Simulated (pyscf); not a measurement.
**HS–GaH–SH, singlet**

Gas-phase minimum from PySCF at ωB97X-D3(BJ)/def2-SVP, one conformer. 

SMILES: [SH][GaH][SH]
```xyz
6

S      0.7645    -1.1877    -1.6094
Ga     0.1969     0.2453    -0.0545
S      0.0457     2.3084    -0.7713
H      0.7423    -2.2536    -0.7855
H     -0.0730    -0.1636     1.4199
H     -0.2986     2.8137     0.4294
```
Charge 0, spin multiplicity 1.

Bonds (Å): S1–Ga2 2.189, S1–H4 1.347, Ga2–S3 2.189, Ga2–H5 1.554, S3–H6 1.347. Bond angles (°): Ga2–S1–H4 94.5, S1–Ga2–S3 113.7, S1–Ga2–H5 123.1, S3–Ga2–H5 123.1, Ga2–S3–H6 94.5.

Properties at ωB97X-D3(BJ)/def2-SVP:

```json
{
  "harmonic_wavenumbers_unscaled": "116, 234, 276, 406, 450, 482, 580, 716, 741, 2048, 2761, 2762 cm⁻¹",
  "zero_point_energy": "16.5 kcal/mol",
  "rotational_symmetry_number": "2",
  "Entropy of this conformer at 298 K and 1 atm, rigid rotor and harmonic oscillator, modes under 100 cm⁻¹ raised to 100": "317.4 J/(mol K)",
  "dipole_moment": "2.42 D"
}
```

Single-point totals, which compare only within one level (frozen core for MP2 and CC):

| level | total energy (hartree) |
|---|---|
| ωB97X-D3(BJ)/def2-TZVP | -2723.13394 |
| PBE/def2-TZVP | -2722.49983 |
| r²SCAN/def2-TZVP | -2723.07473 |
| B3LYP-D3(BJ)/def2-TZVP | -2723.23545 |
| PBE0-D3(BJ)/def2-TZVP | -2722.61140 |
| M06-2X/def2-TZVP | -2723.09399 |
| ωB97M-D3(BJ)/def2-TZVP | -2723.26122 |
| HF/def2-TZVPP | -2720.16064 |
| MP2/def2-TZVPP | -2720.74262 |
| CCSD/def2-TZVPP | -2720.77769 |
| CCSD(T)/def2-TZVPP | -2720.80576 |

Soft torsions are taken as harmonic, which can shift the entropy by several J/(mol K). The CCSD(T) − MP2 part came from Ansatz, without density fitting, on the same reference. The frozen core leaves the outer d or s,p core shells of the metals and heavy elements correlated in the MP2 and CC values, and def2-TZVPP describes them poorly, so these totals are far from the basis limit. Elements up to Kr have no core potential and no relativistic terms here.
